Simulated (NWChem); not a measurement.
Species: LaNH2F2; SMILES [NH2][La]([F])[F]

```xyz
6

La    -0.0001    -0.0393     0.1929
F      1.8841    -0.9852    -0.2305
F     -1.8803    -0.9930    -0.2303
N     -0.0050     2.2242    -0.1469
H     -0.8192     2.8196    -0.3078
H      0.8062     2.8236    -0.3080
```
Atoms are numbered in this order, from 1.

Level: PBE0/def2-SVP with def2 effective core potentials on La (NWChem), optimised geometry, unscaled harmonic frequencies. def2 effective core potentials on La; no spin-orbit coupling.

```json
[
 {"frequency (cm⁻¹)": "53", "IR intensity (km/mol)": "38.7"},
 {"frequency (cm⁻¹)": "111", "IR intensity (km/mol)": "1.4"},
 {"frequency (cm⁻¹)": "127", "IR intensity (km/mol)": "15.3"},
 {"frequency (cm⁻¹)": "344", "IR intensity (km/mol)": "7.7"},
 {"frequency (cm⁻¹)": "383", "IR intensity (km/mol)": "18.1"},
 {"frequency (cm⁻¹)": "527", "IR intensity (km/mol)": "138.8"},
 {"frequency (cm⁻¹)": "535", "IR intensity (km/mol)": "230.5"},
 {"frequency (cm⁻¹)": "550", "IR intensity (km/mol)": "73.4"},
 {"frequency (cm⁻¹)": "556", "IR intensity (km/mol)": "204.1"},
 {"frequency (cm⁻¹)": "1512", "IR intensity (km/mol)": "14.3"},
 {"frequency (cm⁻¹)": "3523", "IR intensity (km/mol)": "10.3"},
 {"frequency (cm⁻¹)": "3610", "IR intensity (km/mol)": "4.3"}
]
```

The zero-point energy is 16.9 kcal/mol and the thermal correction to the enthalpy at 298.15 K (with zero-point energy) is 21.6 kcal/mol. The heat capacity Cv is 19.6 cal/(mol K) and the entropy at 298.15 K and 1 atm (symmetry number 1) is 83.9 cal/(mol K).

Rigid rotor and harmonic oscillator; modes under 100 cm⁻¹ make the entropy uncertain.
